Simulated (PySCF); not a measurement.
PbF3: fields on a plane

All numbers come from PySCF, UPBE0, basis Pb def2-SVP with ECP60, F def2-SVP (scalar-relativistic core potentials, no spin–orbit coupling, density fitting).

The doublet minimum has Pb–F 2.056 Å (×3); F–Pb–F 107.8° (×3).

The plane holds Pb1 at (0.00, 0.00), F2 at (2.06, 0.00), F3 at (-0.63, 1.96) Å. Columns run from x = -2.55 to 4.35 Å, rows from y = 4.35 (top) to -1.95 Å, in steps of 0.3 Å. Other isomers or separated fragments may lie lower. Core electrons replaced by a potential are absent, the electrostatic potential uses the reduced nuclear charge, and values within about 0.7 Å of such atoms have no physical meaning.

Problem. Give the electron localisation function (set to 0 where the density is under 0.005 e/Å³). Every second row and column.

Solution. 
```
0.00 0.00 0.00 0.00 0.00 0.00 0.00 0.00 0.00 0.00 0.00 0.00
0.00 0.00 0.00 0.00 0.00 0.00 0.00 0.00 0.00 0.00 0.00 0.00
0.00 0.00 0.14 0.28 0.27 0.06 0.00 0.00 0.00 0.00 0.00 0.00
0.00 0.17 0.60 0.82 0.79 0.39 0.00 0.00 0.00 0.00 0.00 0.00
0.00 0.31 0.83 0.54 0.86 0.47 0.01 0.00 0.00 0.00 0.00 0.00
0.00 0.12 0.57 0.77 0.53 0.15 0.04 0.13 0.26 0.08 0.00 0.00
0.00 0.02 0.13 0.20 0.46 0.39 0.15 0.68 0.80 0.45 0.05 0.00
0.00 0.15 0.38 0.52 0.04 0.79 0.14 0.78 0.32 0.69 0.13 0.00
0.00 0.18 0.41 0.42 0.78 0.66 0.16 0.81 0.88 0.62 0.10 0.00
0.00 0.08 0.31 0.36 0.36 0.37 0.15 0.36 0.55 0.29 0.00 0.00
0.00 0.00 0.10 0.26 0.36 0.32 0.07 0.02 0.03 0.00 0.00 0.00
```

Problem. Give the spin density (e/Å³) (cut at ±0.5 e/Å³). Lower edges of the bins (e/Å³): '0' -0.018, '1' 0.034, '2' 0.085, '3' 0.137, '4' 0.189, '5' 0.241, '6' 0.293, '7' 0.345, '8' 0.396, '9' 0.448; top 0.50.

Solution. 
```
000000000000000000000000
000000000000000000000000
000000000000000000000000
000000000000000000000000
000000000000000000000000
000000000000000000000000
000001320000000000000000
000002980000000000000000
000000120000000000000000
000001992000000000000000
000000220000000000000000
000000000000000000000000
000000000000000000000000
000000100000001011000000
000001100000018695100000
000001101000019994100000
000001100000002101000000
000001111110000000000000
000000111110000000000000
000000000000000000000000
000000000000000000000000
000000000000000000000000
```

With an element this heavy the missing spin–orbit coupling can shift these numbers.
